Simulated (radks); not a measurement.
Task: Species: Pt II. Configuration: [Xe] 4f14 5d9 (the NIST ground configuration). Method: scalar-relativistic Kohn-Sham, PBEsol, spin-polarised, spherical densities, finite nucleus; open shells are filled with parallel spins first (spin-orbit coupling, left out, can overturn this in heavy ions); Fermi nuclear charge, rms radius 5.427 fm; computed with a radial shooting solver on a logarithmic mesh with Libxc functionals. Some entries of the table are withheld. Estimate them.

| orbital | occ. | eigenvalue (eV) | r(max) (bohr) |
|---|---|---|---|
| 1s down | 1 | -78376.99 | 0.01062 |
| 1s up | 1 | -78376.99 | 0.01062 |
| 2s up | 1 | -13776.90 | 0.06125 |
| 2s down | 1 | -13776.84 | 0.06125 |
| 2p up | 3 | -11946.36 | 0.05059 |
| 2p down | 3 | -11946.31 | 0.05059 |
| 3s up | 1 | -3242.207 | 0.1727 |
| 3s down | 1 | -3242.181 | 0.1727 |
| 3p up | 3 | -2708.851 | 0.1718 |
| 3p down | 3 | -2708.823 | 0.1718 |
| 3d up | 5 | -2129.052 | 0.1398 |
| 3d down | 5 | -2129.005 | 0.1398 |
| 4s up | 1 | -702.7556 | 0.3899 |
| 4s down | 1 | -702.6941 | 0.3900 |
| 4p up | 3 | -527.7475 | 0.4101 |
| 4p down | 3 | -527.6889 | 0.4101 |
| 4d up | 5 | -314.9007 | 0.4182 |
| 4d down | 5 | -314.8321 | 0.4182 |
| 5s up | 1 | -110.2511 | 0.8692 |
| 5s down | 1 | -109.8145 | 0.8686 |
| 4f up | 7 | -78.3740 | 0.3848 |
| 4f down | 7 | -78.2717 | 0.3848 |
| 5p up | 3 | -64.5866 | (1) |
| 5p down | 3 | -64.0455 | (2) |
| 5d up | 5 | -14.6197 | 1.263 |
| 5d down | 4 | -14.0183 | 1.262 |

Result: 
(1) 5p up r(max) (bohr): 0.9784
(2) 5p down r(max) (bohr): 0.9774
